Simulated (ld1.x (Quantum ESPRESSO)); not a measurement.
Results of a calculation; reference values are marked as such.
Potentials for Tc (Z = 43) compared

Generated with ld1.x 7.5 (TM, RRKJ, ultrasoft, PAW), atompaw 4.2 or ONCVPSP 4.0.1. The cutoff is in Ry: for ld1.x and atompaw files where the sum of valence levels is converged to 10 mRy in a Bessel basis, for ONCV files where the hardest occupied wave has 1 mHa per electron of residual kinetic energy. The error is the largest all-electron minus pseudo excitation energy over each file’s own four to seven test configurations (ionisations up to +4, promotions, holes and added fractions of an electron), all of which were solved. The labels leave out finer settings (local radius, basis sizes, second energies), which also bear on the numbers. Spin-polarised tests are not counted. The rows are a selection from randomly drawn settings: files with unsolved tests, undetermined cutoffs or missed reference levels are left out.

| potential | cutoff (Ry) | largest error (meV) | bound ghosts |
| --- | --- | --- | --- |
| RRKJ, PBE, scalar-relativistic, rc 2.60/3.60/2.30 (spd), local p, core correction yes, reference 4d5 5s2 5p0 | 30 | -309 | none |
| TM, BP86, scalar-relativistic, rc 2.50/4.10/1.25 (spd), local s, core correction no, reference 4d5.5 5s1.5 5p0 | 60 | -679 | none |
| PAW, PBEsol, scalar-relativistic, rc 2.85/4.00/2.55 (spd), local smoothed, core correction yes, reference 4d5 5s2 5p0 | 15 | -210 | none |
| RRKJ, PBEsol, fully relativistic, rc 2.00/3.80/2.00 (spd), local s, core correction no, reference 4d5 5s1.5 5p0 | 40 | -53 | none |

Problem. Fill in the row for Tc: RRKJ, PBE, scalar-relativistic, rc 1.95/2.60/1.45 (spd), local s, core correction yes, reference 4d5 5s2 5p0.

Solution. cutoff 45 Ry, largest error -276 meV, bound ghosts: none.

Problem. Fill in the row for Tc: TM, LDA (PZ), scalar-relativistic, rc 2.95/2.95/2.15 (spd), local s, core correction yes, reference 4d5 5s2 5p0.

Solution. cutoff 40 Ry, largest error -877 meV, bound ghosts: none.
